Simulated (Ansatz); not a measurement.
Start from `[SiH3]N[SiH3]` and change one atom or group to get `C=C[SiH2]N[SiH3]`.

Ansatz, PBE0-D4/def2-TZVP geometries, multiplicity 1. Each molecule was computed in one conformer, which needn't be the lowest.

```csv
property,`[SiH3]N[SiH3]`
HOMO–LUMO gap (B3LYP/def2-TZVPP) / eV,7.01
LUMO energy (PBE/def2-TZVPP) / eV,-0.92
zero-point energy (PBE0-D4/def2-TZVP) / kJ/mol,173.4
HOMO–LUMO gap (PBE/def2-TZVPP) / eV,5.28
HOMO energy (PBE/def2-TZVPP) / eV,-6.19
"ideal-gas entropy at 298 K and 1 bar (rigid rotor, harmonic PBE0-D4/def2-TZVP) / J/(mol·K)",336
```

(1) What does the change do to each property? (An estimate is asked.)

Answers

(1) Ansatz gave: 
```csv
property,`C=C[SiH2]N[SiH3]`,shift
HOMO–LUMO gap (B3LYP/def2-TZVPP) / eV,6.36,-0.65
LUMO energy (PBE/def2-TZVPP) / eV,-1.63,-0.71
zero-point energy (PBE0-D4/def2-TZVP) / kJ/mol,265.8,92.4
HOMO–LUMO gap (PBE/def2-TZVPP) / eV,4.48,-0.80
HOMO energy (PBE/def2-TZVPP) / eV,-6.11,0.08
"ideal-gas entropy at 298 K and 1 bar (rigid rotor, harmonic PBE0-D4/def2-TZVP) / J/(mol·K)",389,53
```

With PBE0 the HOMO rises by 0.10 eV and the LUMO falls by 0.56 eV, so the gap narrows by about 0.66 eV. PBE moves the HOMO by 0.08 eV and ωB97M-V by 0.12 eV. The zero-point energy changes by 92.4 kJ/mol with +12 modes. Modes under 60 cm⁻¹, often nearly free rotors, make the harmonic entropy too high.

B3LYP here is the variant with VWN-RPA as its local correlation; programs differ in this.
